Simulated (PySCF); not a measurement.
Molecular orbitals of MgSn

TPSS at R = 2.782 Å; Mg cc-pVDZ, Sn cc-pVDZ-PP with ECP28; scalar-relativistic core potentials (PySCF 2.14). State: ³Σ⁻ (triplet), unpaired electrons π ↑↑. Only the outer orbitals are listed, counted within each symmetry, core potentials removing the inner ones.

```
spin  orbital  occ.  ε (eV)  on Mg (%)            main shells (%)
   α       7σ     1  -10.81          8                    92 Sn s
   α       8σ     1   -5.67         58           57 Mg s, 36 Sn p
   α       4π     1   -4.00         14           86 Sn p, 13 Mg p
   α       4π     1   -4.00         14           86 Sn p, 13 Mg p
   α       9σ     0   -3.17         64  36 Sn p, 33 Mg s, 30 Mg p
   α       5π     0   -1.23         87           87 Mg p, 12 Sn p
   α       5π     0   -1.23         87           87 Mg p, 12 Sn p
   β       7σ     1   -9.52         12                    88 Sn s
   β       8σ     1   -5.35         76           73 Mg s, 18 Sn p
   β       9σ     0   -3.04         50   49 Sn p, 40 Mg p, 9 Mg s
   β       4π     0   -2.70         34           66 Sn p, 34 Mg p
   β       4π     0   -2.70         34           66 Sn p, 34 Mg p
```

Question: Which are the highest filled and the lowest empty level, where do they sit, and how wide is the gap?

Answer: Highest filled α 4π at -4.00 eV (in %: 86 Sn p, 13 Mg p); lowest empty α 9σ at -3.17 eV (in %: 36 Sn p, 33 Mg s, 30 Mg p); the gap at TPSS is 0.83 eV.

| Quantity | Value |
| --- | --- |
| bond order (Mayer) | 1.36 |
| ⟨S²⟩ | 2.079 |
| charge on Mg (Mulliken, basis-dependent) | 0.19 |
| charge on Mg (Löwdin, basis-dependent) | 0.20 |
| dipole moment (positive dipole means Mg(−)Sn(+)) | -2.78 D |

Spin–orbit coupling is left out. The state was picked by a PBE0 search and need not be the measured ground state.
